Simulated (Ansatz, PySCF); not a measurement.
Gas-phase reaction (SMILES): C#CC=O + 6 [H][H] (H2) → 3 C (CH4) + O (H2O); energy of full hydrogenation.

Structures are relaxed separately at B3LYP-D3(BJ)/def2-TZVP in Ansatz (a quantum-chemistry and plane-wave program). Valence correlation only, unless marked. No spin-orbit coupling. Non-relativistic. CBS marks a two-point X^-3 extrapolation of the correlation energy; Hartree-Fock from the larger set. The bracket is a focal-point correction in the basis named. Unstable Hartree-Fock reference: C#CC=O. Thermal terms are rigid-rotor harmonic-oscillator values from B3LYP-D3(BJ) frequencies (PySCF) at 298.15 K and 1 atm. 1 Eh = 627.5095 kcal/mol.

```tsv
species	E, RI-MP2/CBS(aug-cc-pVTZ,aug-cc-pVQZ)+[CCSD(T)-MP2]/aug-cc-pVTZ (Ansatz) (Eh)	E, B3LYP-D3(BJ)/def2-TZVPD (Ansatz + dftd3) (Eh)	H - E (Eh)	G - E (Eh)
C#CC=O	-190.43295	-190.73647	0.04233	0.01122
[H][H] (H2)	-1.17524	-1.17983	0.01336	-0.00144
C (CH4)	-40.46129	-40.53958	0.04840	0.02728
O (H2O)	-76.37791	-76.46738	0.02495	0.00353
```

Problem. Work out ΔE and ΔH, ΔG, ΔS and the equilibrium constant at 298.15 K at the first level, then ΔH at the second.

Solution. 
1. ΔE = [3×(-40.46129) + (-76.37791)] - [(-190.43295) + 6×(-1.17524)] = -0.27739 Eh = -174.1 kcal/mol at RI-MP2/CBS(aug-cc-pVTZ,aug-cc-pVQZ)+[CCSD(T)-MP2]/aug-cc-pVTZ.
2. The terms H - E add up to 0.04766 Eh, so ΔH = (-0.27739 + (0.04766))×627.5095 = -144.2 kcal/mol.
3. The terms G - E add up to 0.08279 Eh, so ΔG = -122.1 kcal/mol, and ΔS = (0.04766 - (0.08279))×627509.5/298.15 = -73.9 cal/(mol K).
4. log10 K = -ΔG/(RT ln 10) = 89.5, with RT ln 10 = 1.3642 kcal/mol.
5. With ΔH and ΔS taken as constant, ΔG changes sign near ΔH/ΔS = 1950 K, a rough figure that leaves out heat capacities.
6. At B3LYP-D3(BJ)/def2-TZVPD the same steps give ΔE = -169.8 and ΔH = -139.9 kcal/mol, a shift of +4.3 from the first level.
7. These values are not checked against measurement here, since the tables used lack a sound gas-phase enthalpy of formation for at least one species.
